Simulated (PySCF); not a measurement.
Static response to an electric field

Species: C2H3FO3S.
Atom-mapped SMILES: `[O:1]=[S:2](=[O:3])([OH:4])/[CH:5]=[CH:6]\[F:7]` (hydrogens: H8 on O4; H9 on C5; H10 on C6)

Structure used (GFN2-xTB), in Å, numbered top down from 1:
```xyz
10
C2H3FO3S angstrom
O     -1.4593   -0.5495   -1.1921
S     -0.9198   -0.7186    0.1183
O     -1.1877   -1.9065    0.8487
O     -1.3630    0.5329    1.0098
C      0.8592   -0.4954    0.0490
C      1.3388    0.6447   -0.3928
F      0.5231    1.6414   -0.7435
H     -1.6283    1.2605    0.4425
H      1.4659   -1.3242    0.3517
H      2.3798    0.9194   -0.5141
```

Level: PBE0/def2-SVPD (PySCF), static field, nuclei fixed, core orbitals frozen in the response. The polarisability tensor in these axes (au):

```
x   58.48  6.18 -2.45
y    6.18 58.65 -5.43
z   -2.45 -5.43 47.00
```

Problem. What are the eigenvalues, a third of the trace, and Δα (Δα² = ½Σ(αi − αj)² over the three pairs)?

Solution. Principal values 44.86, 52.88 and 66.38 au; mean 54.71 au = 8.11 Å³ = 9.02 × 10⁻⁴⁰ C²·m²/J; Δα = 18.83 au (34 % of the mean).

Problem. What is the dipole moment, and where does it point?

Solution. (3.63, 2.57, 0.11) D, 4.45 D in size, pointing from the negative to the positive side. Measured along this direction, the outermost atoms are O3 at the negative end and H10 at the positive end.

Problem. Refractivity n − 1 of an ideal gas of it at 350 K and 1 atm, from the electronic α?

Solution. N = p/kT = 2.0968 × 10¹⁹ cm⁻³, so n − 1 = 2π × N × 8.11 × 10⁻²⁴ cm³ = 1068 × 10⁻⁶ at long wavelengths, for an ideal gas.

Problem. What depolarisation ratio follows for Rayleigh scattering of linearly polarised light, taking the static tensor?

Solution. ρ = 3Δα²/(45ᾱ² + 4Δα²) = 1064.1/(134682 + 1418.8) = 0.00782.

Problem. Directions of the eigenvectors, and the extent of the frame along each?

Solution. Largest value along (0.64, 0.71, -0.28), where the nuclei span 4.69 Å; middle along (0.77, -0.60, 0.23), 3.90 Å; least along (0.00, 0.37, 0.93), 2.45 Å. The response follows the extents in order.

Isolated species at its GFN2-xTB geometry (one conformer only).
